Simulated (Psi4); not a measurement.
H₃O₂ (SMILES O[OH2+]), charge +1, singlet, at a GFN2-xTB geometry; PBE0/6-31G** (Psi4 1.11).

Here is a job for Psi4.
```
memory 2 GB

molecule {
1 1
O     0.13464923    0.56165021   -0.32045018
O    -0.15653641   -0.64820873    0.35880197
H     1.08363793    0.77080803   -0.07973702
H    -0.42483443   -1.31694617   -0.30866757
H    -0.48370607    1.23860633    0.08159027
}

set {
  basis 6-31g**
}

energy('pbe0')
print_variables()
```

**Question.** What does Psi4 print? Leave out banner, timings and long lists.

**Answer.** 
```
   => Loading Basis Set <=

    Name: 6-31G**
    Role: ORBITAL
    Keyword: BASIS

         ---------------------------------------------------------
                                   SCF
               by Justin Turney, Rob Parrish, Andy Simmonett
                          and Daniel G. A. Smith
                              RKS Reference
         ---------------------------------------------------------

  ==> Geometry <==

    Molecular point group: c1
    Full point group: C1

    Geometry (in Angstrom), charge = 1, multiplicity = 1:

       Center              X                  Y                   Z               Mass
    ------------   -----------------  -----------------  -----------------  -----------------
         O            0.139607802338     0.581260166104    -0.329138833082    15.994914619570
         O           -0.151577837662    -0.628598773896     0.350113316918    15.994914619570
         H            1.088596502338     0.790417986104    -0.088425673082     1.007825032230
         H           -0.419875857662    -1.297336213896    -0.317356223082     1.007825032230
         H           -0.478747497662     1.258216286104     0.072901616918     1.007825032230

  Running in c1 symmetry.

  Rotational constants: A =      6.60941  B =      0.82738  C =      0.82045 [cm^-1]
  Rotational constants: A = 198145.06103  B =  24804.16869  C =  24596.50882 [MHz]
  Nuclear repulsion =   43.922734399569677

  Charge       = 1
  Multiplicity = 1
  Electrons    = 18
  Nalpha       = 9
  Nbeta        = 9

  ==> Algorithm <==

  SCF Algorithm Type is DF.
  DIIS enabled.
  MOM disabled.
  Fractional occupation disabled.
  Guess Type is SAD.
  Energy threshold   = 1.00e-06
  Density threshold  = 1.00e-06
  Integral threshold = 1.00e-12

  ==> Primary Basis <==

  Basis Set: 6-31G**
    Blend: 6-31G**
    Number of shells: 21
    Number of basis functions: 45
    Number of Cartesian functions: 45
    Spherical Harmonics?: false
    Max angular momentum: 2

  ==> DFT Potential <==

   => LibXC <=

    Version 7.1.2
    S. Lehtola, C. Steigemann, M. J. T. Oliveira, and M. A. L. Marques,  SoftwareX 7, 1–5 (2018) (10.1016/j.softx.2017.11.002)

   => Composite Functional: PBE0 <=

    PBE0 Hyb-GGA Exchange-Correlation Functional

    C. Adamo and V. Barone,  J. Chem. Phys. 110, 6158 (1999) (10.1063/1.478522)
    M. Ernzerhof and G. E. Scuseria,  J. Chem. Phys. 110, 5029 (1999) (10.1063/1.478401)

    Deriv               =              1
    GGA                 =           TRUE
    Meta                =          FALSE

    Exchange Hybrid     =           TRUE
    MP2 Hybrid          =          FALSE

   => Exchange Functionals <=

    0.7500   Perdew, Burke & Ernzerhof

   => Exact (HF) Exchange <=

    0.2500               HF

   => Correlation Functionals <=

    1.0000   Perdew, Burke & Ernzerhof

   => LibXC Density Thresholds  <==

    XC_HYB_GGA_XC_PBEH:  1.00E-15

   => Molecular Quadrature <=

    Radial Scheme          =       TREUTLER
    Pruning Scheme         =           NONE
    Nuclear Scheme         =       TREUTLER

    Blocking Scheme        =         OCTREE
    BS radius alpha        =              1
    Pruning alpha          =              1
    Radial Points          =             75
    Spherical Points       =            302
    Total Points           =         109027
    Total Blocks           =            872
    Max Points             =            256
    Max Functions          =             45
    Weights Tolerance      =       1.00E-15

   => Loading Basis Set <=

    Name: (6-31G** AUX)
    Role: JKFIT
    Keyword: DF_BASIS_SCF

  ==> Integral Setup <==

  SCF_SUBTYPE=INCORE selected. In-core MEM_DF algorithm will be used.
  Using in-core AOs.

  ==> MemDFJK: Density-Fitted J/K Matrices <==

    J tasked:                   Yes
    K tasked:                   Yes
    wK tasked:                   No
    Algorithm:                 Core
    Schwarz Cutoff:           1E-12
    Mask sparsity (%):       0.0000
    Fitting Condition:        1E-10

   => Auxiliary Basis Set <=

  Basis Set: (6-31G** AUX)
    Blend: CC-PVDZ-JKFIT
    Number of shells: 75
    Number of basis functions: 237
    Number of Cartesian functions: 237
    Spherical Harmonics?: false
    Max angular momentum: 3

  Minimum eigenvalue in the overlap matrix is 9.4377755872E-03.
  Reciprocal condition number of the overlap matrix is 1.6870096509E-03.
    Using symmetric orthogonalization.

  ==> Pre-Iterations <==

  SCF Guess: Superposition of Atomic Densities via on-the-fly atomic UHF (no occupation information).

   -------------------------
    Irrep   Nso     Nmo
   -------------------------
     A         45      45
   -------------------------
    Total      45      45
   -------------------------

  ==> Iterations <==

                           Total Energy        Delta E     RMS |[F,P]|

   @DF-RKS iter SAD:  -151.69668914646422   -1.51697e+02   0.00000e+00
   @DF-RKS iter   1:  -151.61312634604516    8.35628e-02   7.08224e-03 DIIS/ADIIS
   @DF-RKS iter   2:  -151.61089587756916    2.23047e-03   7.67377e-03 DIIS/ADIIS
   @DF-RKS iter   3:  -151.65264758912809   -4.17517e-02   2.00397e-03 DIIS/ADIIS
   @DF-RKS iter   4:  -151.65518249329779   -2.53490e-03   5.72962e-04 DIIS/ADIIS
   @DF-RKS iter   5:  -151.65540948617405   -2.26993e-04   8.77394e-05 DIIS
   @DF-RKS iter   6:  -151.65541539378179   -5.90761e-06   6.53131e-06 DIIS
   @DF-RKS iter   7:  -151.65541542956302   -3.57812e-08   1.03348e-06 DIIS
   @DF-RKS iter   8:  -151.65541543071021   -1.14719e-09   2.67035e-07 DIIS
  Energy and wave function converged.

  ==> Post-Iterations <==

   Electrons on quadrature grid:
      Ntotal   =   17.9999982994 ; deviation = -1.701e-06

    Orbital Energies [Eh]
    ---------------------

    Doubly Occupied:

       1A    -19.702341     2A    -19.596888     3A     -1.536358
       4A     -1.278388     5A     -0.958776     6A     -0.898045
       7A     -0.832788     8A     -0.675674     9A     -0.629906

    Virtual:

      10A     -0.290874    11A     -0.218744    12A     -0.152990
      13A     -0.121327    14A      0.435640    15A      0.438243
      16A      0.474712    17A      0.518106    18A      0.583602
      19A      0.646917    20A      0.703761    21A      0.715558
      22A      0.722816    23A      0.899515    24A      1.016429
      25A      1.023410    26A      1.106181    27A      1.317623
      28A      1.592775    29A      1.691843    30A      1.700492
      31A      1.825386    32A      1.928823    33A      2.015582
      34A      2.039999    35A      2.256542    36A      2.351203
      37A      2.491596    38A      2.521082    39A      2.567259
      40A      2.665714    41A      2.941468    42A      3.113278
      43A      3.147421    44A      3.363971    45A      3.629645

    Final Occupation by Irrep:
              A
    DOCC [     9 ]
    NA   [     9 ]
    NB   [     9 ]

  @DF-RKS Final Energy:  -151.65541543071021

   => Energetics <=

    Nuclear Repulsion Energy =             43.9227343995696771
    One-Electron Energy =                -289.3411051430988437
    Two-Electron Energy =                 107.2202867470893040
    DFT Exchange-Correlation Energy =     -13.4573314342703334
    Empirical Dispersion Energy =           0.0000000000000000
    VV10 Nonlocal Energy =                  0.0000000000000000
    Total Energy =                       -151.6554154307102351

Computation Completed

Properties will be evaluated at   0.000000,   0.000000,   0.000000 [a0]

Properties computed using the SCF density matrix

 Multipole Moments:

 ------------------------------------------------------------------------------------
     Multipole            Electronic (a.u.)      Nuclear  (a.u.)        Total (a.u.)
 ------------------------------------------------------------------------------------

 L = 1.  Multiply by 2.5417464519 to convert [e a0] to [Debye]
 Dipole X            :          0.0318254            0.1780365            0.2098619
 Dipole Y            :          0.1106222            0.7040915            0.8147137
 Dipole Z            :         -0.0115761           -0.3119643           -0.3235404
 Magnitude           :                                                    0.9013761

 ------------------------------------------------------------------------------------

  Variable Map:
  ----------------------------------------------------------------------------
  "CURRENT ENERGY"              =>    -151.655415430710
  "CURRENT REFERENCE ENERGY"    =>    -151.655415430710
  "DD SOLVATION ENERGY"         =>       0.000000000000
  "DFT FUNCTIONAL TOTAL ENERGY" =>    -151.655415430710
  "DFT TOTAL ENERGY"            =>    -151.655415430710
  "DFT VV10 ENERGY"             =>       0.000000000000
  "DFT XC ENERGY"               =>     -13.457331434270
  "GRID ELECTRONS ALPHA"        =>       8.999999149702
  "GRID ELECTRONS BETA"         =>       8.999999149702
  "GRID ELECTRONS TOTAL"        =>      17.999998299403
  "NUCLEAR REPULSION ENERGY"    =>      43.922734399570
  "ONE-ELECTRON ENERGY"         =>    -289.341105143099
  "PCM POLARIZATION ENERGY"     =>       0.000000000000
  "PE ENERGY"                   =>       0.000000000000
  "SCF ITERATION ENERGY"        =>    -151.655415430710
  "SCF ITERATIONS"              =>       8.000000000000
  "SCF TOTAL ENERGY"            =>    -151.655415430710
  "TWO-ELECTRON ENERGY"         =>     107.220286747089
  "XC GRID RADIAL POINTS"       =>      75.000000000000
  "XC GRID SPHERICAL POINTS"    =>     302.000000000000
  "XC GRID TOTAL POINTS"        =>  109027.000000000000

  Array Variable Map:
  ----------------------------------------------------------------------------
  "CURRENT DIPOLE"              =>       0.209861906671 ... -0.323540422154 1 by 3
  "SCF DIPOLE"                  =>       0.209861906671 ... -0.323540422154 1 by 3
  "SCF TOTAL ENERGIES"          =>    -151.696689146464 ... -151.655415430710 1 by 9
```
